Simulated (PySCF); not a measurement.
B(F)(NMe2)(SiH3) (C2H9BFNSi), SMILES CN(C)B(F)[SiH3].

Coordinates come from a ωB97X-D3(BJ)/def2-SVP optimisation. The values are those of a single conformer.

Vertical ionisation energy (IE) and electron affinity (EA) in eV. Rows of orbital energies are one-electron estimates. Where ΔSCF, EOM or ADC give a negative EA the extra electron is unbound and the value depends on the basis.

```tsv
level	IE	EA
−ε(HOMO), −ε(LUMO), PBE0/def2-TZVP (PySCF)	7.47	0.23
−ε(HOMO), −ε(LUMO), PBE/def2-TZVP (PySCF)	6.19	1.10
```
